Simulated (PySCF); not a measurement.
H12Si5, charge +1, doublet, at a GFN2-xTB geometry (a state made from the parent by changing its charge; the spin is typed, not shown lowest). Base run: R2SCAN/3-21G (PySCF).

The PySCF input:
```python
from pyscf import gto, scf, dft

mol = gto.M(
    atom='''
Si   -0.253109   -2.107674   -1.161540
Si   -0.004939    0.006049   -0.006499
Si   -0.371984    2.100805   -1.158123
Si   -1.706418   -0.055811    1.711927
Si    2.335020    0.058136    0.611323
H    -1.619928   -2.101886   -1.676910
H    -0.014118   -3.248648   -0.286473
H     0.705800   -2.064264   -2.262620
H    -0.177093    3.253908   -0.287848
H    -1.743093    2.031867   -1.657864
H     0.573391    2.104009   -2.271990
H    -3.057723   -0.043711    1.166095
H    -1.446271   -1.274961    2.473624
H    -1.449955    1.121676    2.537808
H     2.532395   -1.124411    1.446085
H     3.221712    0.052130   -0.545276
H     2.494895    1.273222    1.406134
''',
    basis='3-21g',
    charge=1,
    spin=1,
    verbose=4,
)

mf = dft.UKS(mol)
mf.xc = 'r2scan'
mf.kernel()
mf.analyze()
```

Variants of this job, named by their change:

```tsv
change	ΔE vs base (µEh)	SCF cycles	<S^2>	outcome
base	0.0	10	0.752	converged
level_shift = 0.3 (with mf.max_cycle = 100)	0.0	23	0.752	converged
init_guess = vsap	0.0	12	0.752	converged
conv_tol = 1e-7	0.0	8	0.752	converged
DIIS = EDIIS	-	50	-	not converged
conv_tol = 1e-6	3.2	6	0.752	converged
conv_tol = 1e-4	1.6	5	0.752	converged
init_guess = mod_huckel	0.0	12	0.752	converged
level_shift = 0.1 (with mf.max_cycle = 100)	0.0	13	0.752	converged
DIIS = ADIIS	0.0	14	0.752	converged
solver = newton	0.0	-	0.752	converged
level_shift = 1.0 (with mf.max_cycle = 100)	0.0	60	0.752	converged
diis = off; damp = 0.6 (with mf.diis_start_cycle = 200; with mf.max_cycle = 150)	0.0	21	0.752	converged
```

Open shells are given as the SCF converged; they aren't shown to be the lowest states, and a large step between rows can be another state.
